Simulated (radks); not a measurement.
Species: W3+. Configuration: [Xe] 4f14 5d3 (the NIST ground configuration). Method: Dirac Kohn-Sham, PBE, spin-unpolarised, spherical densities, finite nucleus; open shells are shared between the two j in proportion to 2j + 1; Fermi nuclear charge, rms radius 5.3658 fm; computed with a radial shooting solver on a logarithmic mesh with Libxc functionals.

Radial electron density D(r) = 4 pi r^2 rho(r):

```
   r/bohr * D(r) (the largest magnitude, 135, reaches the edge; | marks zero)
 0.001071 |   *
 0.001451 |     *
 0.001966 |        *
 0.002665 |            *
 0.003583 |                  *
 0.004856 |                         *
 0.006581 |                                *
  0.00892 |                                       *
  0.01209 |                                          *
  0.01638 |                                        *
   0.0222 |                                     *
  0.03009 |                                       *
  0.04078 |                                               *
  0.05527 |                                                      *
  0.07491 |                                                *
   0.1007 |                                          *
   0.1365 |                                               *
    0.185 |                                              *
   0.2507 |                            *
   0.3398 |                           *
   0.4605 |                             *
   0.6241 |                 *
   0.8458 |        *
    1.146 |     *
    1.553 |  *
    2.089 |*
    2.831 *
    3.836 *
    5.199 *
```

D(r) has 4 maxima, at r = 0.0126, 0.0566, 0.156, 0.418 bohr, and minima at 0.0244, 0.102, 0.294 bohr, inside which lie 2.02, 11.08, 29.83 electrons.
